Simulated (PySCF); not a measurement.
pent-4-en-1-ol (C5H10O), SMILES C=CCCCO.

Geometry: B3LYP-D3(BJ)/def2-SVP. Other conformers were not sampled.

Computed with PBE/def2-TZVP in PySCF.

```json
{
  "total_energy": "-271.48932 hartree",
  "highest_occupied_level": "-6.13 eV",
  "lowest_empty_level": "-0.67 eV",
  "orbital_gap": "5.46 eV",
  "dipole_moment": "1.48 D",
  "quadrupole, principal values (traceless, Buckingham form, about the centre of nuclear charge)": "-5.38, -2.31, 7.70 D·Å",
  "mean_static_polarisability": "68.5 bohr³ (10.15 Å³)",
  "polarisability_principal_values": "56.9, 63.5, 85.0 bohr³"
}
```
